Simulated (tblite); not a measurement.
Compound: C7H14O2Si.
SMILES with atom numbers: `[CH3:1][O:2][CH2:3][C:4](=[O:5])/[CH:6]=[CH:7]/[SiH:8]([CH3:9])[CH3:10]` (hydrogens: H11, H12, H13 on C1; H14, H15 on C3; H16 on C6; H17 on C7; H18 on Si8; H19, H20, H21 on C9; H22, H23, H24 on C10)

Computed with GFN2-xTB (tblite), gas phase: L-BFGS steps from a force-field or distance-geometry start until the largest atomic force falls under 0.01 eV/Å.

Step 13: E = -868.5587 eV
```
atom  x, y, z in Å  |  force x, y, z in eV/Å
C1     -3.7260    1.0382   -0.5181    0.019   0.010   0.001
O2     -3.2919    0.3338    0.6199    0.006   0.012   0.004
C3     -2.9831   -1.0121    0.3490   -0.016  -0.003   0.009
C4     -1.6377   -1.2322   -0.3447    0.010  -0.001  -0.038
O5     -1.5283   -2.0407   -1.2414    0.012  -0.028  -0.017
C6     -0.5181   -0.4384    0.1808    0.020  -0.003   0.001
C7      0.7169   -0.5584   -0.3138   -0.002   0.021   0.007
Si8     2.2350    0.3928    0.2930    0.000   0.012   0.026
C9      3.5992   -0.8436    0.7796   -0.009  -0.003  -0.018
C10     2.8485    1.5246   -1.1103   -0.003  -0.016  -0.015
H11    -4.6318    0.5837   -0.9398    0.029   0.006   0.002
H12    -3.9508    2.0502   -0.1876    0.010   0.004   0.003
H13    -2.9527    1.0693   -1.2940    0.007   0.002  -0.005
H14    -3.7691   -1.4844   -0.2562   -0.032  -0.023   0.009
H15    -2.9379   -1.5126    1.3220    0.014  -0.019   0.021
H16    -0.7474    0.2348    0.9928   -0.028   0.019  -0.002
H17     0.8292   -1.2652   -1.1301    0.019   0.008   0.004
H18     1.8457    1.2000    1.4587   -0.011   0.022   0.030
H19     3.2737   -1.5116    1.5722   -0.014   0.019  -0.019
H20     3.8950   -1.4585   -0.0661    0.002  -0.008   0.000
H21     4.4868   -0.3255    1.1325   -0.026  -0.002  -0.013
H22     3.1318    0.9483   -1.9865    0.013  -0.007  -0.015
H23     3.7181    2.0968   -0.7992   -0.019  -0.015  -0.001
H24     2.0832    2.2306   -1.4198   -0.002  -0.007   0.023
```

Step 14: E = -868.5591 eV
```
atom  x, y, z in Å  |  force x, y, z in eV/Å
C1     -3.7248    1.0384   -0.5179    0.025   0.008  -0.003
O2     -3.2903    0.3341    0.6198   -0.002  -0.002   0.004
C3     -2.9842   -1.0124    0.3494    0.022  -0.017   0.000
C4     -1.6383   -1.2329   -0.3452    0.022  -0.012  -0.053
O5     -1.5271   -2.0414   -1.2421   -0.007  -0.017   0.000
C6     -0.5185   -0.4386    0.1800    0.001   0.004   0.010
C7      0.7170   -0.5570   -0.3133   -0.018   0.013   0.010
Si8     2.2350    0.3930    0.2933    0.002   0.033   0.036
C9      3.5990   -0.8437    0.7794   -0.010   0.000  -0.019
C10     2.8484    1.5244   -1.1107   -0.008  -0.018  -0.008
H11    -4.6300    0.5844   -0.9397    0.014  -0.003  -0.002
H12    -3.9498    2.0498   -0.1875    0.008   0.020   0.010
H13    -2.9523    1.0702   -1.2944    0.015   0.000  -0.005
H14    -3.7705   -1.4859   -0.2549   -0.030  -0.011   0.014
H15    -2.9366   -1.5132    1.3225    0.008  -0.011   0.015
H16    -0.7504    0.2343    0.9911   -0.022   0.028   0.008
H17     0.8293   -1.2640   -1.1288    0.026  -0.005  -0.012
H18     1.8455    1.2008    1.4596   -0.006   0.015   0.020
H19     3.2736   -1.5114    1.5721   -0.018   0.012  -0.016
H20     3.8942   -1.4583   -0.0666    0.004  -0.011   0.001
H21     4.4866   -0.3262    1.1326   -0.022   0.002  -0.014
H22     3.1318    0.9473   -1.9863    0.010   0.000  -0.014
H23     3.7176    2.0971   -0.7998   -0.012  -0.016   0.000
H24     2.0832    2.2309   -1.4193   -0.001  -0.013   0.017
```

Step 15: E = -868.5596 eV
```
atom  x, y, z in Å  |  force x, y, z in eV/Å
C1     -3.7228    1.0389   -0.5177    0.026   0.005  -0.004
O2     -3.2883    0.3344    0.6198   -0.006  -0.023   0.000
C3     -2.9852   -1.0132    0.3498    0.054  -0.028  -0.011
C4     -1.6387   -1.2338   -0.3467    0.024  -0.021  -0.047
O5     -1.5258   -2.0427   -1.2431   -0.022  -0.004   0.014
C6     -0.5192   -0.4387    0.1793   -0.023   0.012   0.012
C7      0.7170   -0.5551   -0.3127   -0.027   0.003   0.010
Si8     2.2350    0.3938    0.2943   -0.002   0.046   0.037
C9      3.5984   -0.8438    0.7788   -0.012   0.003  -0.017
C10     2.8482    1.5239   -1.1112   -0.011  -0.018   0.002
H11    -4.6276    0.5852   -0.9395   -0.001  -0.011  -0.005
H12    -3.9484    2.0498   -0.1871    0.009   0.031   0.014
H13    -2.9514    1.0713   -1.2951    0.024  -0.001  -0.003
H14    -3.7727   -1.4879   -0.2530   -0.019   0.005   0.023
H15    -2.9349   -1.5142    1.3233    0.003   0.001   0.000
H16    -0.7547    0.2344    0.9893   -0.012   0.029   0.011
H17     0.8300   -1.2625   -1.1274    0.030  -0.009  -0.020
H18     1.8452    1.2020    1.4609   -0.001   0.010   0.011
H19     3.2730   -1.5109    1.5716   -0.022   0.003  -0.011
H20     3.8932   -1.4582   -0.0673    0.004  -0.012  -0.001
H21     4.4860   -0.3270    1.1325   -0.012   0.007  -0.014
H22     3.1320    0.9460   -1.9864    0.003   0.007  -0.010
H23     3.7169    2.0971   -0.8005   -0.002  -0.015   0.002
H24     2.0831    2.2312   -1.4186   -0.003  -0.020   0.008
```

Step 16: E = -868.5601 eV
```
atom  x, y, z in Å  |  force x, y, z in eV/Å
C1     -3.7200    1.0397   -0.5175    0.019  -0.001  -0.004
O2     -3.2858    0.3341    0.6196   -0.007  -0.041  -0.006
C3     -2.9855   -1.0148    0.3501    0.067  -0.030  -0.021
C4     -1.6388   -1.2352   -0.3492    0.015  -0.024  -0.021
O5     -1.5246   -2.0449   -1.2446   -0.030   0.007   0.019
C6     -0.5205   -0.4386    0.1786   -0.042   0.019   0.005
C7      0.7164   -0.5527   -0.3117   -0.026  -0.008   0.009
Si8     2.2349    0.3955    0.2961   -0.013   0.042   0.024
C9      3.5974   -0.8438    0.7779   -0.014   0.007  -0.011
C10     2.8478    1.5231   -1.1118   -0.010  -0.014   0.013
H11    -4.6245    0.5860   -0.9394   -0.010  -0.013  -0.008
H12    -3.9463    2.0503   -0.1865    0.013   0.028   0.016
H13    -2.9497    1.0728   -1.2960    0.031  -0.002   0.004
H14    -3.7757   -1.4903   -0.2500    0.002   0.022   0.031
H15    -2.9326   -1.5153    1.3244    0.002   0.015  -0.019
H16    -0.7605    0.2350    0.9872    0.000   0.022   0.007
H17     0.8315   -1.2607   -1.1259    0.029  -0.005  -0.016
H18     1.8448    1.2037    1.4628    0.003   0.008   0.008
H19     3.2720   -1.5104    1.5708   -0.026  -0.006  -0.007
H20     3.8919   -1.4582   -0.0682    0.001  -0.011  -0.003
H21     4.4851   -0.3279    1.1320   -0.002   0.012  -0.014
H22     3.1320    0.9444   -1.9866   -0.006   0.013  -0.005
H23     3.7160    2.0969   -0.8015    0.009  -0.015   0.003
H24     2.0829    2.2311   -1.4175   -0.006  -0.025  -0.003
```

**Question.** Estimate the geometry and energy of step 17. (The exact step hangs on the optimiser's Hessian estimate; all steps are aligned on step 16, rigid shifts and turns removed.)

**Answer.** E = -868.5607 eV, largest force 0.060 eV/Å
```
atom  x, y, z in Å  |  force x, y, z in eV/Å
C1     -3.7166    1.0405   -0.5174    0.007  -0.007  -0.002
O2     -3.2831    0.3331    0.6192   -0.003  -0.044  -0.012
C3     -2.9849   -1.0171    0.3499    0.052  -0.019  -0.023
C4     -1.6388   -1.2370   -0.3520    0.000  -0.019   0.014
O5     -1.5237   -2.0474   -1.2463   -0.027   0.008   0.012
C6     -0.5226   -0.4381    0.1778   -0.043   0.021  -0.008
C7      0.7154   -0.5501   -0.3104   -0.016  -0.014   0.007
Si8     2.2345    0.3979    0.2984   -0.026   0.020   0.005
C9      3.5961   -0.8437    0.7768   -0.014   0.009  -0.004
C10     2.8473    1.5220   -1.1121   -0.005  -0.006   0.019
H11    -4.6212    0.5867   -0.9393   -0.010  -0.008  -0.008
H12    -3.9436    2.0513   -0.1855    0.020   0.010   0.014
H13    -2.9472    1.0744   -1.2969    0.033  -0.003   0.014
H14    -3.7789   -1.4926   -0.2459    0.023   0.029   0.029
H15    -2.9299   -1.5164    1.3252    0.005   0.022  -0.032
H16    -0.7672    0.2362    0.9851    0.011   0.012  -0.002
H17     0.8336   -1.2587   -1.1245    0.022   0.006  -0.002
H18     1.8444    1.2057    1.4650    0.005   0.011   0.010
H19     3.2705   -1.5099    1.5698   -0.027  -0.011  -0.005
H20     3.8903   -1.4583   -0.0693   -0.004  -0.006  -0.003
H21     4.4840   -0.3288    1.1314    0.004   0.014  -0.014
H22     3.1319    0.9428   -1.9867   -0.015   0.016   0.002
H23     3.7152    2.0965   -0.8026    0.017  -0.014   0.004
H24     2.0826    2.2306   -1.4165   -0.010  -0.026  -0.014
```

The energy changes by -0.0006 eV. The first-order estimate −F·Δx gives -0.0008 eV and the mean of the old and new forces, exact on a quadratic surface, -0.0006 eV. The step makes an angle of 71° with the force vector and moves no atom by more than 0.007 Å.

What follows is the cost of the whole relaxation. On one thread of an Intel Xeon at 2.50 GHz, shared host, this took 4.0 s wall.
